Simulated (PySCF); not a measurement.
Compound: C₅H₉NO₂.
SMILES with atom numbers: `[CH3:1][O:2][CH2:3][C@@H:4]([C:5]#[N:6])[O:7][CH3:8]` (hydrogens: H9, H10, H11 on C1; H12, H13 on C3; H14 on C4; H15, H16, H17 on C8)

Computed with PySCF at wB97X-D/def2-SVPD, non-relativistic, on one gas-phase PBE0-D3(BJ)/def2-SVP geometry that isn't relaxed in the solvent. The solvent is an IEF-PCM continuum (cavity from Bondi-type radii × 1.2), and excitations are vertical TDDFT with non-equilibrium linear response and a frozen core. Only the electrostatic response of the medium enters.

Gas-phase singlets (H = HOMO, L = LUMO):

```tsv
state	E (eV)	λ (nm)	f	leading configurations
S1	7.396	168	0.004	H→L+1 32%, H-1→L 17%
S2	7.491	166	0.014	H→L+1 58%, H-2→L 10%
S3	7.548	164	0.002	H-1→L 45%, H-2→L 12%
S4	7.936	156	0.012	H→L 51%, H-1→L 9%
S5	7.994	155	0.012	H→L 19%, H-3→L 18%
```

Task: Give the list for methanol (ε = 32.61), n² = 1.77.

Result: 
```tsv
state	E (eV)	λ (nm)	f	leading configurations	change by rank (eV)
S1	7.182	173	0.002	H→L 45%, H-1→L 42%	-0.214
S2	7.342	169	0.004	H-1→L 38%, H→L+1 30%	-0.149
S3	7.521	165	0.003	H-2→L 50%, H-3→L 9%	-0.027
S4	7.702	161	0.027	H→L+1 55%, H→L 27%	-0.234
S5	7.872	157	0.006	H-1→L+1 78%	-0.122
```

Task: How does the list change in water (ε = 78.36)?

Result: 
```tsv
state	E (eV)	λ (nm)	f	leading configurations	change by rank (eV)
S1	7.173	173	0.002	H→L 45%, H-1→L 43%	-0.223
S2	7.335	169	0.004	H-1→L 39%, H→L+1 30%	-0.156
S3	7.521	165	0.003	H-2→L 50%, H-3→L 9%	-0.027
S4	7.696	161	0.027	H→L+1 56%, H→L 26%	-0.240
S5	7.866	158	0.005	H-1→L+1 78%	-0.128
```

Task: The ground-state energy changes by -0.365 eV from gas to water. By how much does the total energy of gas-phase S4 change?

Result: E(S4) = E(S0) + excitation energy, so it changes by -0.365 − 0.240 = -0.605 eV: it is lowered more than the ground state, which is what a red shift means. This is the vertical state, with the slow part of the continuum still set for S0.

Task: How do the frontier levels move from gas to water?

Result: 
```csv
orbital,gas (eV),solvent (eV),change (eV)
LUMO+2,2.55,2.70,+0.15
LUMO+1,2.02,2.07,+0.05
LUMO,1.98,1.80,-0.18
HOMO,-9.94,-9.74,+0.20
HOMO-1,-10.46,-10.32,+0.14
HOMO-2,-11.24,-11.33,-0.09
HOMO-3,-11.68,-11.60,+0.08
```

The HOMO–LUMO gap goes from 11.91 to 11.54 eV. Rows go by rank; for HOMO-3, HOMO-2, LUMO, LUMO+1 and LUMO+2 the atom shares or the degeneracy differ between the runs, so the row needn't follow one orbital.

Conformer computed: `[CH3:1][O:2][CH2:3][C@@H:4]([C:5]#[N:6])[O:7][CH3:8]`: C1–O2–C3–C4 -173°, O2–C3–C4–C5 63°, C3–C4–O7–C8 172°.

Note: wB97X-D ran without an empirical dispersion term, which enters the total energy and its gradient alone.
